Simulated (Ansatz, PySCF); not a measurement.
Species: BeF₂ (charge 0, singlet). 
Structure (B3LYP-D3(BJ)/def2-TZVP (Ansatz, a quantum-chemistry and plane-wave program) minimum search):
```xyz
3

Be     0.0000     0.0000     0.0000
F      0.0000     0.0000    -1.3812
F      0.0000     0.0000     1.3812
```

Quantity: atomisation energy (electronic, to ground-state atoms), in kJ/mol. Correlated levels leave the core frozen unless marked. UHF or UKS for open shells. No spin-orbit coupling. Non-relativistic. The coupled-cluster limit lacks core correlation, which all-electron functionals hold. CBS marks a two-point X^-3 extrapolation of the correlation energy; Hartree-Fock from the larger set.

```
level                                        program  atomisation energy (kJ/mol)  minus last row
------------------------------------  --------------  ---------------------------  --------------
HF/def2-TZVPD                                  PySCF                        980.4          -298.1
PBE-D4/def2-TZVPD                     Ansatz + dftd4                       1300.3            21.8
PBE0/6-31G*                                   Ansatz                       1272.8            -5.7
PBE0/def2-TZVP                                Ansatz                       1246.5           -32.0
TPSSh/def2-TZVPD                               PySCF                       1241.6           -36.9
r2SCANh-D4/def2-TZVPD                 Ansatz + dftd4                       1263.8           -14.7
PW6B95-D3(BJ)/def2-TZVPD               PySCF + dftd3                       1264.6           -13.9
B2PLYP-D4/def2-TZVPD                  Ansatz + dftd4                       1270.8            -7.7
MP2/def2-TZVPP                                Ansatz                       1301.6            23.1
SCS-MP2/def2-TZVPP                            Ansatz                       1257.2           -21.3
CCSD/def2-SVPD                                Ansatz                       1182.5           -96.0
CCSD/def2-TZVPPD                              Ansatz                       1191.3           -87.2
CCSD(T)/STO-3G                                Ansatz                        958.4          -320.1
CCSD(T)/def2-SVP                              Ansatz                       1133.8          -144.7
CCSD(T)/CBS(def2-TZVPPD,def2-QZVPPD)          Ansatz                       1278.5             0.0
```
